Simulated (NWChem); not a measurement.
System: C₅H₆, triplet; SMILES of the neutral closed-shell parent C1=CCC=C1

Excerpt of the output:

```
             Northwest Computational Chemistry Package (NWChem) 7.3.0
             --------------------------------------------------------

 C2V symmetry detected

                             Geometry "geometry" -> ""
                             -------------------------

 Output coordinates in angstroms (scale by  1.889725989 to convert to a.u.)

  No.       Tag          Charge          X              Y              Z
 ---- ---------------- ---------- -------------- -------------- --------------
    1 C                    6.0000     0.00000000     0.67968194     1.04856704
    2 C                    6.0000     0.00000000     1.15528502    -0.31163375
    3 C                    6.0000     0.00000000     0.00000000    -1.26100455
    4 C                    6.0000     0.00000000    -1.15528502    -0.31163375
    5 C                    6.0000     0.00000000    -0.67968194     1.04856704
    6 H                    1.0000     0.00000000     1.32530855     1.90694976
    7 H                    1.0000     0.00000000     2.18476839    -0.61292758
    8 H                    1.0000     0.87836987     0.00000000    -1.93260827
    9 H                    1.0000    -0.87836987     0.00000000    -1.93260827
   10 H                    1.0000     0.00000000    -2.18476839    -0.61292758
   11 H                    1.0000     0.00000000    -1.32530855     1.90694976

 Effective nuclear repulsion energy (a.u.)     155.6022669895

      Symmetry information
      --------------------

 Group name             C2v
 Group number             16
 Group order               4
 No. of unique centers     6

                                Z-matrix (autoz)
                                --------

 Units are Angstrom for bonds and degrees for angles

      Type          Name      I     J     K     L     M      Value
      ----------- --------  ----- ----- ----- ----- ----- ----------
    1 Stretch                  1     2                       1.44095
    2 Stretch                  1     5                       1.35936
    3 Stretch                  1     6                       1.07408
    4 Stretch                  2     3                       1.49532
    5 Stretch                  2     7                       1.07267
    6 Stretch                  3     4                       1.49532
    7 Stretch                  3     8                       1.10571
    8 Stretch                  3     9                       1.10571
    9 Stretch                  4     5                       1.44095
   10 Stretch                  4    10                       1.07267
   11 Stretch                  5    11                       1.07408
   12 Bend                     1     2     3               110.13960
   13 Bend                     1     2     7               125.58542
   14 Bend                     1     5     4               109.27251
   15 Bend                     1     5    11               126.94840
   16 Bend                     2     1     5               109.27251
   17 Bend                     2     1     6               123.77909
   18 Bend                     2     3     4               101.17578
   19 Bend                     2     3     8               112.68307
   20 Bend                     2     3     9               112.68307
   21 Bend                     3     2     7               124.27498
   22 Bend                     3     4     5               110.13960
   23 Bend                     3     4    10               124.27498
   24 Bend                     4     3     8               112.68307
   25 Bend                     4     3     9               112.68307
   26 Bend                     4     5    11               123.77909
   27 Bend                     5     1     6               126.94840
   28 Bend                     5     4    10               125.58542
   29 Bend                     8     3     9               105.19677
   30 Torsion                  1     2     3     4           0.00000
   31 Torsion                  1     2     3     8        -120.57168
   32 Torsion                  1     2     3     9         120.57168
   33 Torsion                  1     5     4     3           0.00000
   34 Torsion                  1     5     4    10         180.00000
   35 Torsion                  2     1     5     4           0.00000
   36 Torsion                  2     1     5    11         180.00000
   37 Torsion                  2     3     4     5          -0.00000
   38 Torsion                  2     3     4    10         180.00000
   39 Torsion                  3     2     1     5           0.00000
   40 Torsion                  3     2     1     6         180.00000
   41 Torsion                  3     4     5    11         180.00000
   42 Torsion                  4     3     2     7         180.00000
   43 Torsion                  4     5     1     6         180.00000
   44 Torsion                  5     1     2     7         180.00000
   45 Torsion                  5     4     3     8         120.57168
   46 Torsion                  5     4     3     9        -120.57168
   47 Torsion                  6     1     2     7           0.00000
   48 Torsion                  6     1     5    11          -0.00000
   49 Torsion                  7     2     3     8          59.42832
   50 Torsion                  7     2     3     9         -59.42832
   51 Torsion                  8     3     4    10         -59.42832
   52 Torsion                  9     3     4    10          59.42832
   53 Torsion                 10     4     5    11           0.00000

                           NWChem Geometry Optimization
                           ----------------------------

 maximum gradient threshold         (gmax) =   0.000450
 rms gradient threshold             (grms) =   0.000300
 maximum cartesian step threshold   (xmax) =   0.001800
 rms cartesian step threshold       (xrms) =   0.001200
 fixed trust radius                (trust) =   0.300000
 source of zmatrix                         =   autoz

          -------------------
          Energy Minimization
          -------------------

 Using diagonal initial Hessian
 Scaling for Hessian diagonals: bonds = 1.00  angles = 0.25  torsions = 0.10

          --------
          Step   0

                                 NWChem DFT Module
                                 -----------------

 Summary of "ao basis" -> "ao basis" (spherical)
 ------------------------------------------------------------------------------
       Tag                 Description            Shells   Functions and Types
 ---------------- ------------------------------  ------  ---------------------
 C                           6-31g*                  6       14   3s2p1d
 H                           6-31g*                  2        2   2s

      Symmetry analysis of basis
      --------------------------

        a1         33
        a2          9
        b1         13
        b2         27

            General Information
            -------------------
          SCF calculation type: DFT
          Wavefunction type:  spin polarized.
          No. of atoms     :    11
          No. of electrons :    36
           Alpha electrons :    19
            Beta electrons :    17
          Charge           :     0
          Spin multiplicity:     3
          Use of symmetry is: on ; symmetry adaption is: on
          Maximum number of iterations: 150
          AO basis - number of functions:    82
                     number of shells:    42
          Convergence on energy requested:  1.00D-06
          Convergence on density requested:  1.00D-05
          Convergence on gradient requested:  5.00D-04

              XC Information
              --------------
                         B3LYP Method XC Potential
                     Hartree-Fock (Exact) Exchange  0.200
                        Slater Exchange Functional  0.800 local
                    Becke 1988 Exchange Functional  0.720 non-local
              Lee-Yang-Parr Correlation Functional  0.810
                  VWN I RPA Correlation Functional  0.190 local

             Grid Information
             ----------------
          Grid used for XC integration:  medium
          Radial quadrature: Mura-Knowles
          Angular quadrature: Lebedev.
          Tag              B.-S. Rad. Rad. Pts. Rad. Cut. Ang. Pts.
          ---              ---------- --------- --------- ---------
          C                   0.70       49           9.0       434
          H                   0.35       45          11.0       434
          Grid pruning is: on
          Number of quadrature shells:   282
          Spatial weights used:  Erf1

      Superposition of Atomic Density Guess
      -------------------------------------

 Sum of atomic energies:        -191.29066598

      Non-variational initial energy
      ------------------------------

 Total energy =    -194.665538
 1-e energy   =    -563.729023
 2-e energy   =     213.461218
 HOMO         =      -0.202749
 LUMO         =      -0.037974

   Symmetry analysis of molecular orbitals - initial alpha
   -------------------------------------------------------

  Numbering of irreducible representations:

     1 a1          2 a2          3 b1          4 b2

  Orbital symmetries:

     1 a1          2 a1          3 b2          4 a1          5 b2
     6 a1          7 a1          8 b2          9 a1         10 b2
    11 a1         12 b1         13 a1         14 a1         15 b2
    16 b2         17 b1         18 a2         19 b1         20 a2
    21 a1         22 a1         23 b2         24 a1         25 b2
    26 b1         27 a1         28 b2         29 a1

   Symmetry analysis of molecular orbitals - initial beta
   ------------------------------------------------------

  Numbering of irreducible representations:

     1 a1          2 a2          3 b1          4 b2

  Orbital symmetries:

     1 a1          2 a1          3 b2          4 a1          5 b2
     6 a1          7 a1          8 b2          9 a1         10 b2
    11 a1         12 b1         13 a1         14 a1         15 b2
    16 b2         17 b1         18 a2         19 b1         20 a2
    21 a1         22 a1         23 b2         24 a1         25 b2
    26 b1         27 a1         28 b2         29 a1

   convergence    iter        energy       DeltaE   RMS-Dens  Diis-err
 ---------------- ----- ----------------- --------- --------- ---------
 d= 0,ls=0.0,diis     1   -193.9531646472 -3.50D+02  4.25D-03  1.01D-01
                                                     4.22D-03  9.41D-02
 d= 0,ls=0.0,diis     2   -194.0029049006 -4.97D-02  1.38D-03  5.96D-03
                                                     1.49D-03  7.49D-03
 d= 0,ls=0.0,diis     3   -194.0035650730 -6.60D-04  9.25D-04  7.24D-03
                                                     7.02D-04  5.17D-03
 d= 0,ls=0.0,diis     4   -194.0069020725 -3.34D-03  1.48D-04  1.38D-04
                                                     1.63D-04  1.92D-04
 d= 0,ls=0.0,diis     5   -194.0070067953 -1.05D-04  6.78D-05  1.23D-05
                                                     6.66D-05  1.88D-05
  Resetting Diis
 d= 0,ls=0.0,diis     6   -194.0070195583 -1.28D-05  3.36D-05  5.71D-06
                                                     2.77D-05  3.81D-06
 d= 0,ls=0.0,diis     7   -194.0070232535 -3.70D-06  5.11D-06  8.32D-08
                                                     5.80D-06  1.32D-07
 d= 0,ls=0.0,diis     8   -194.0070233644 -1.11D-07  2.84D-06  4.98D-08
                                                     2.49D-06  2.99D-08

[...]

      ----------------------
      Optimization converged
      ----------------------

  Step       Energy      Delta E   Gmax     Grms     Xrms     Xmax
  ---- ---------------- -------- -------- -------- -------- --------
@    3    -194.00835747 -4.7D-07  0.00005  0.00002  0.00036  0.00079
                                     ok       ok       ok       ok

                                Z-matrix (autoz)
                                --------

 Units are Angstrom for bonds and degrees for angles

[...]

 Rotational Constants
 --------------------
 A=   0.287364 cm-1  (  0.413443 K)
 B=   0.252995 cm-1  (  0.363995 K)
 C=   0.137951 cm-1  (  0.198476 K)

 Temperature                      =   298.15K
 frequency scaling parameter      =   1.0000

 Zero-Point correction to Energy  =   55.412 kcal/mol  (  0.088305 au)
 Thermal correction to Energy     =   58.590 kcal/mol  (  0.093369 au)
 Thermal correction to Enthalpy   =   59.182 kcal/mol  (  0.094313 au)

 Total Entropy                    =   69.194 cal/mol-K
   - Translational                =   38.464 cal/mol-K (mol. weight =  66.0469)
   - Rotational                   =   23.202 cal/mol-K (symmetry #  =        2)
   - Vibrational                  =    7.528 cal/mol-K

 Cv (constant volume heat capacity) =   18.185 cal/mol-K
   - Translational                  =    2.979 cal/mol-K
   - Rotational                     =    2.979 cal/mol-K
   - Vibrational                    =   12.226 cal/mol-K

[normal modes left out]

 ----------------------------------------------------------------------------
 Normal Eigenvalue ||           Projected Infra Red Intensities
  Mode   [cm**-1]  || [atomic units] [(debye/angs)**2] [(KM/mol)] [arbitrary]
 ------ ---------- || -------------- ----------------- ---------- -----------
    1       -0.000 ||    0.000000           0.000         0.000       0.000
    2       -0.000 ||    0.000000           0.000         0.000       0.000
    3       -0.000 ||    0.000000           0.000         0.000       0.000
    4       -0.000 ||    0.000000           0.000         0.000       0.000
    5        0.000 ||    0.000000           0.000         0.000       0.000
    6        0.000 ||    0.000000           0.000         0.000       0.000
    7      123.261 ||    0.002024           0.047         1.973       2.108
    8      329.047 ||    0.047165           1.088        45.979      49.134
    9      419.585 ||    0.000000           0.000         0.000       0.000
   10      516.574 ||    0.000000           0.000         0.000       0.000
   11      712.205 ||    0.029859           0.689        29.108      31.105
   12      746.310 ||    0.000688           0.016         0.670       0.716
   13      799.985 ||    0.010443           0.241        10.181      10.879
   14      812.559 ||    0.000457           0.011         0.445       0.476
   15      904.243 ||    0.000000           0.000         0.000       0.000
   16      944.639 ||    0.000105           0.002         0.102       0.109
   17      955.445 ||    0.000268           0.006         0.261       0.279
   18     1014.007 ||    0.000164           0.004         0.160       0.171
   19     1063.460 ||    0.001583           0.037         1.543       1.649
   20     1119.006 ||    0.000000           0.000         0.000       0.000
   21     1132.838 ||    0.002200           0.051         2.145       2.292
   22     1262.498 ||    0.002016           0.047         1.965       2.100
   23     1316.402 ||    0.000008           0.000         0.008       0.009
   24     1374.965 ||    0.015878           0.366        15.479      16.541
   25     1394.183 ||    0.000014           0.000         0.013       0.014
   26     1516.657 ||    0.000370           0.009         0.361       0.386
   27     1593.045 ||    0.000566           0.013         0.552       0.590
   28     2880.442 ||    0.066703           1.539        65.026      69.488
   29     2905.568 ||    0.089843           2.073        87.583      93.594
   30     3222.562 ||    0.000102           0.002         0.100       0.107
   31     3231.914 ||    0.011417           0.263        11.130      11.893
   32     3236.817 ||    0.028783           0.664        28.059      29.984
   33     3251.626 ||    0.006119           0.141         5.965       6.374
 ----------------------------------------------------------------------------
```

Level: B3LYP/6-31G* (spherical d), spin-unrestricted. In the optimisation the excess spin sits in a2 and b1 (C2v, its own frame). The spin multiplicity was typed, not searched, and may not be the lowest. B3LYP is NWChem's, with the RPA form of VWN correlation.

Which NWChem input produces such a log?

This is not unique; one that fits is the input that was run:
```
start job
memory heap 200 mb stack 900 mb global 1100 mb
geometry units angstroms
  C     -1.001783     0.693809    -0.191361
  C      0.369109     1.134846    -0.141490
  C      1.274850    -0.027246     0.113776
  C      0.289825    -1.148983     0.199938
  C     -1.048427    -0.649823     0.009506
  H     -1.834460     1.350305    -0.362582
  H      0.704485     2.145970    -0.267048
  H      1.869815     0.090217     1.037667
  H      2.017652    -0.173621    -0.692844
  H      0.554543    -2.172982     0.378725
  H     -1.925411    -1.269638     0.029078
end
basis spherical
  * library 6-31g*
end
dft
  odft
  mult 3
  xc b3lyp
  iterations 150
end
driver
  maxiter 120
end
task dft optimize
task dft freq
```
